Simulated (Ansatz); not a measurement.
C2H6AlBClN (`CB(Cl)[C](=N)[AlH2]`) at its PBE0-D4/def2-TZVP geometry, where that method's forces vanish. Charge 0, multiplicity 1.

```tsv
atom	x (Å)	y (Å)	z (Å)
C1	0.451	1.583	-1.347
B2	0.002	0.659	-0.201
Cl3	-0.826	1.353	1.265
C4	0.109	-0.890	0.016
N5	0.662	-1.554	-0.934
Al6	-0.729	-1.197	1.816
H7	0.903	1.003	-2.152
H8	1.176	2.319	-0.984
H9	-0.393	2.159	-1.741
H10	0.698	-2.557	-0.727
H11	0.206	-1.260	3.098
H12	-2.259	-1.619	1.890
```

Problem. For each bond, give half the difference of the two atoms' forces along it (eV/Å; positive pushes the atoms apart) under PBE-D4, r2SCAN-D4, B3LYP-D4, ωB97M-V in def2-TZVPP. (Best estimate.)

Solution. The calculation gave: 
| bond | length (Å) | PBE-D4 | r2SCAN-D4 | B3LYP-D4 | ωB97M-V |
| --- | --- | --- | --- | --- | --- |
| C1–B2 | 1.539 | -0.07 | -0.06 | 0.00 | 0.02 |
| C1–H7 | 1.091 | 0.13 | -0.01 | -0.05 | -0.07 |
| C1–H8 | 1.096 | 0.13 | 0.00 | -0.03 | -0.06 |
| C1–H9 | 1.095 | 0.13 | 0.00 | -0.02 | -0.05 |
| B2–Cl3 | 1.821 | 0.12 | 0.16 | 0.20 | 0.12 |
| B2–C4 | 1.569 | -0.14 | -0.05 | -0.11 | 0.03 |
| C4–N5 | 1.283 | 0.68 | 0.39 | 0.20 | 0.06 |
| C4–Al6 | 2.009 | -0.23 | -0.14 | 0.03 | 0.03 |
| N5–H10 | 1.025 | 0.22 | 0.01 | -0.07 | -0.06 |
| Al6–H11 | 1.589 | 0.05 | -0.02 | -0.10 | -0.13 |
| Al6–H12 | 1.589 | 0.05 | -0.02 | -0.10 | -0.13 |

B3LYP here is the variant with VWN-RPA as its local correlation; programs differ in this.

Results of the Gaussian-basis code of Ansatz.
